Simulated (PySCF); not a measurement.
C₃H₈N, multiplicity 2. Atoms are numbered in the order given.

```xyz
12

C     -0.6245     1.3042     0.1666
C     -0.0338    -0.0515     0.3691
C      1.4253    -0.1169    -0.0543
N     -0.7832    -1.0949    -0.3486
H     -0.3747     1.8796    -0.7316
H     -1.4839     1.6359     0.7568
H     -0.0949    -0.3130     1.4405
H      2.0400     0.5889     0.5232
H      1.5299     0.1441    -1.1213
H      1.8174    -1.1346     0.0850
H     -0.7925    -0.8708    -1.3449
H     -1.7600    -1.0799    -0.0567
```
Charge 0, spin multiplicity 2.

The structure is a stationary point at PBE0-D3(BJ)/def2-SVP. The isomer is the one that the SMILES or the coordinates give; other isomers of the formula were not compared. One conformer was computed; it need not be the lowest.

Level of theory: PBE/def2-TZVP (PySCF).

Isolated molecule, no solvent.

```
Property                                                                                                        Result
---------------------------------------------------------------------------------------------  -----------------------
total energy                                                                                        -173.64577 hartree
α spin, highest occupied and lowest empty level                                                      -4.51 and 0.34 eV
β spin, highest occupied and lowest empty level                                                     -5.78 and -2.57 eV
dipole moment                                                                                                   0.85 D
quadrupole, principal values (traceless, Buckingham form, about the centre of nuclear charge)    -5.84, 2.64, 3.20 D·Å
mean static polarisability                                                                        50.5 bohr³ (7.48 Å³)
polarisability, principal values                                                                44.2, 50.4, 56.8 bohr³
⟨S²⟩                                                                                           0.754 (pure state 0.75)
```
